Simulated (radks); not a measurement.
Task: Species: the praseodymium ion Pr4+. Configuration: [Kr] 4d10 4f1 5s1 5p6 5d1 (not the ground configuration). Calculated with a radial shooting solver on a logarithmic mesh with Libxc functionals: Dirac Kohn-Sham, LDA (Slater exchange, Perdew-Wang correlation), spin-unpolarised, spherical densities, finite nucleus; open shells fill j = l - 1/2 first; Fermi nuclear charge, rms radius 4.8919 fm. Some entries of the table are withheld. Estimate them.

orbital,occ.,eigenvalue (eV),<r^2> (bohr^2),<1/r> (bohr^-1)
1s1/2,2,-41786.58,0.0007908,64.63
2s1/2,2,-6767.460,0.01249,15.27
2p1/2,2,(1),0.009140,15.26
2p3/2,4,(2),0.01040,13.77
3s1/2,2,-1504.934,0.08491,5.517
3p1/2,2,(3),0.07979,5.434
3p3/2,4,(4),0.08725,5.061
3d3/2,4,-980.5283,0.07107,4.931
3d5/2,6,-959.9777,0.07317,4.837
4s1/2,2,-342.8655,0.4337,2.305
4p1/2,2,-284.3295,0.4605,2.204
4p3/2,4,-263.3345,0.5006,2.080
4d3/2,4,-166.7271,0.5846,1.869
4d5/2,6,-162.9815,0.6000,1.839
5s1/2,1,-83.5121,2.240,0.9476
5p1/2,2,-66.1171,2.687,0.8584
5p3/2,4,-62.4430,2.916,0.8169
4f5/2,1,(5),1.032,1.383
4f7/2,0,(6),1.046,1.373
5d3/2,1,-37.7290,4.668,0.6369
5d5/2,0,-37.2564,4.774,0.6288

Result: 
(1) 2p1/2 eigenvalue (eV): -6401.953
(2) 2p3/2 eigenvalue (eV): -5920.425
(3) 3p1/2 eigenvalue (eV): -1349.069
(4) 3p3/2 eigenvalue (eV): -1253.756
(5) 4f5/2 eigenvalue (eV): -52.4303
(6) 4f7/2 eigenvalue (eV): -51.9665
